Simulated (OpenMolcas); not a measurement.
**Ta III: effect of correlating more closed shells**

```
Program             : OpenMolcas 26.06
Basis               : ANO-RCC-VQZP [9s8p6d4f3g2h]
Scalar Hamiltonian  : DKH2, point nucleus
Active space        : 3 electrons in 6 orbitals (5d 6s)
State averaging     : 2S+1 = 4 even, 20 roots; 2S+1 = 2 even, 70 roots kept (CI in the orbitals of an earlier block)
Spin-orbit coupling : state interaction with AMFI integrals over the reference wave functions, term energies averaged over their components
```

Methods on the same reference wave functions:
A. CASSCF
B. MS-CASPT2, IPEA 0.25 Eh, imaginary shift 0.1 Eh (closed shells correlated: none)
C. MS-CASPT2, IPEA 0.25 Eh, imaginary shift 0.1 Eh (closed shells correlated: 5s 5p)

Energies in cm⁻¹ above 5d³ ⁴F_3/2.

```csv
Level,A,B,C
5d³ ⁴F_3/2,0.0,0.0,0.0
5d³ ⁴F_5/2,2670,2960,2930
5d³ ⁴F_7/2,5292,5560,5500
5d³ ⁴F_9/2 [73 %],7573,7560,7470
5d² 6s ⁴F_5/2,8703,8640,7940
5d³ ²P_1/2,9889,8550,8380
5d² 6s ⁴F_7/2 [64 %],11742,11850,11220
5d³ ²G_7/2 [62 %],13743,12480,12200
5d³ ⁴P_1/2,15456,14270,13940
5d³ ⁴P_5/2 [55 %],17195,15570,15160
5d² 6s ⁴P_1/2,20009,19260,18210
5d³ ²H_11/2,21331,19150,18760
5d² 6s ²F_7/2,21647,18830,18240
5d² 6s ⁴P_3/2,21763,21070,20060
5d² 6s ⁴P_5/2 [72 %],23406,22170,21430
5d² 6s ²D_3/2(2),29518,24840,24430
5d² 6s ²G_7/2 [64 %],32261,28580,27870
5d² 6s ²G_9/2,32735,29370,28520
5d³ ²F_7/2 [64 %],36421,30050,29550
5d² 6s ²D_3/2(3),36719,31160,28980
5d² 6s ²D_5/2(3) [71 %],39887,34070,32710
5d² 6s ²P_1/2,41457,33300,33260
5d² 6s ²P_3/2,45035,36980,36960
5d² 6s ²D_3/2(4),51910,41590,41720
```

Between B and C the level of the table that moves most is 5d² 6s ²D_3/2(3), by 2200 cm-1 (lowest in C, highest in B). Moves below CASPT2's spread within the term are not significant.

From A to B the spin-free energies of the other terms of 5d³ shown, above ⁴F, scale by factors of 0.75 to 0.85, as is usual when dynamic correlation screens the repulsion within a d or f shell.

The lowest spin-free term lies below A's lowest term by 0.016 hartree in B, 0.270 hartree in C.

What an inner shell adds also hangs on whether the basis holds functions to correlate it.

CASPT2 breaks the degeneracy within a term, and the mean is taken; among the terms shown or strongly mixed into the levels shown the widest spread is 740 cm-1 (5d² 6s ²G, C). Terms from blocks run as CI alone lack orbitals of their own. Configurations are named by rounded mean occupations; where the s occupation lies near a half they are strongly mixed, a name can repeat and a true partner stay unpaired. A single d shell beside an s shell can misplace configurations of different d count against each other. The CASPT2 spread within a term exceeds the gap to the next term for 5d² 6s ²G and 5d³ ²F, so the order of their levels is uncertain, and so are names and mixing where such terms share a J (figures for B; the like holds for C). Without dynamic correlation excited terms often stand tens of per cent too high (terms of higher spin than the ground term too low), and those without a measured partner can miss by more than the paired ones (holds for A). Levels of configurations outside the active space are missing. Levels that lie high or do not pair safely by name in every column are left out.

A share in square brackets marks a mixed level and gives the weight of the term that names it, the lowest over the columns. A number in round brackets counts repeated terms of one configuration in the order of the reference energies.
